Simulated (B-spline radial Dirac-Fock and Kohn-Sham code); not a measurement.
Atomic tin: differential elastic cross section for positrons at 53 keV

Calculated with an atomic code on a B-spline grid, using relativistic (Dirac) partial waves in the static field of the Dirac-Fock atom, without polarisation or absorption potentials.

```
θ (°)  dσ/dΩ (a₀²/sr)  Sherman function
    0             454             0.000
   10           0.344             0.001
   20          0.0303             0.002
   30         0.00684             0.003
   40         0.00236             0.005
   50         0.00105             0.007
   60        0.000542             0.008
   70        0.000315             0.010
   80        0.000200             0.011
   90        0.000136             0.011
  100        9.88e-05             0.012
  110        7.53e-05             0.011
  120        6.01e-05             0.011
  130        4.99e-05             0.010
  140        4.31e-05             0.008
  150        3.85e-05             0.007
  160        3.56e-05             0.005
  170        3.39e-05             0.002
  180        3.34e-05             0.000
```

The total elastic cross section is 0.823 a₀², the first transport cross section 0.00468 a₀² and the second, weighted with (3/2) sin²θ, 0.0115 a₀². The mean deflection is ⟨1 − cos θ⟩ = 0.00568, and 0.052 % of the collisions scatter beyond 90°.
